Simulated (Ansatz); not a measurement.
Ideal-gas functions of Cl₂I₂Ti, SMILES `[Cl][Ti]([Cl])([I])[I]` at 600 K and 1 bar, from an Ansatz frequency run at PBE0-D4/def2-TZVP.

Molar mass 372.58 g/mol, point group C2v (symmetry number 2), electronic degeneracy 1, moments of inertia 661.697, 1296.03, 1511.046 u Å². Harmonic wavenumbers (cm⁻¹, unscaled): 62, 85, 97, 100, 111, 243, 341, 466, 505.

Use S(trans) = R[1.5 ln M + 2.5 ln T − 1.1517]; rotational temperatures θ = 24.2544 K / I; S(rot) = R[ln(√π/σ · √(T³/θAθBθC)) + 1.5]; for each mode x = 1.438777 ν̃/T, S = R[x/(eˣ − 1) − ln(1 − e⁻ˣ)] and H = RT x/(eˣ − 1); 1 cm⁻¹ = 0.0119627 kJ/mol; R = 8.31446 J/(mol·K).

Task: By hand: the entropy, in J/(mol·K).

Result: Translation 197.2. Rotation: θ = 0.0367, 0.0187, 0.0161 K, giving 138.7. Vibration, mode by mode: 24.17, 21.55, 20.46, 20.21, 19.34, 12.92, 10.22, 7.81, 7.21, in all 143.9. Electronic 0.0. Sum 479.8 J/(mol·K).

Task: By hand: H − E and G − E in kJ/mol, counted from the electronic energy.

Result: Zero-point energy ½ × 2010 × 0.0119627 = 12.0; thermal vibration 34.5; translation, rotation and pV give 4 RT = 20.0. H − E = 66.5 kJ/mol, and G − E = 66.5 − 600 × 479.8/1000 = -221.4 kJ/mol.

Vibration gives 30 % of the entropy, 105.7 J/(mol·K) of it from the modes under 150 cm⁻¹: soft modes count most, and the harmonic formula is weakest for them.
